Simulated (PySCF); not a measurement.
## Ionisation energy of O⁺ by level of theory

O⁺ [He] 2s2 2p3 [2p1/2^2 2p3/2^1, M_J = 3/2] → O²⁺ [He] 2s2 2p2 [2p1/2^2, M_J = 0], as a difference of total energies. Calculation: PySCF 2.14, in x2c-QZVPPall-2c; the two-component X2C-1e Hamiltonian. Correlated levels: 1s2 frozen; the 2 highest virtual spinors dropped. "Screened" scales the spin-orbit matrix elements by Boettger's factors to mimic the two-electron term; Breit and QED terms are absent.

```json
{"method": "GHF (spin-free)", "ionisation energy (eV)": "34.653", "error (eV)": "-0.468"}
{"method": "GMP2 (spin-free)", "ionisation energy (eV)": "35.250", "error (eV)": "+0.129"}
{"method": "GHF (screened spin-orbit)", "ionisation energy (eV)": "34.637", "error (eV)": "-0.484"}
{"method": "GMP2 (screened spin-orbit)", "ionisation energy (eV)": "35.235", "error (eV)": "+0.114"}
```

Reference: 35.121 eV (measured; NIST Atomic Spectra Database, ionization energies).

Errors of the correlated levels include the incompleteness of this basis and the frozen core.

The labels give the starting determinants; with spin-orbit coupling the two ends relaxed to ⟨J²⟩ = 3.76, ⟨L²⟩ = 0.00, ⟨S²⟩ = 3.76 and ⟨J²⟩ = 1.99, ⟨L²⟩ = 2.00, ⟨S²⟩ = 2.00.

The determinant of O²⁺ mixes levels of different J (the jj label is only the starting occupation), so the difference between spin-free and spin-orbit rows is not the physical spin-orbit shift.
